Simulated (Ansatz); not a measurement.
System: PH, net charge 0, triplet state. 
Geometry from a B3LYP-D3(BJ)/def2-TZVP (Ansatz, an electronic-structure program) optimisation:
SMILES: [PH]
```xyz
2

P      0.0000     0.0000    -0.0893
H      0.0000     0.0000     1.3392
```
Charge 0, spin multiplicity 3.

Basis-set convergence of Hartree-Fock and MP2 correlation energies (hartree) with Ansatz. Cores are frozen in the correlated levels unless marked. UHF or UKS for open shells. Spin-orbit coupling is left out. Non-relativistic.

| basis | functions | E(HF) | E(corr, MP2) |
|---|---|---|---|
| aug-cc-pV(D+d)Z | 41 | -341.29006 | -0.08698 |
| aug-cc-pV(T+d)Z | 78 | -341.29911 | -0.10804 |
| aug-cc-pV(Q+d)Z | 135 | -341.30176 | -0.11507 |

Extrapolating the two largest sets (X = 3 and 4) as X^-3: E(corr) = (64·(-0.11507) - 27·(-0.10804))/37 = -0.1202 Eh, an estimate of the basis-set limit. The largest set recovers 95.7 % of it, the smallest 72.4 %.
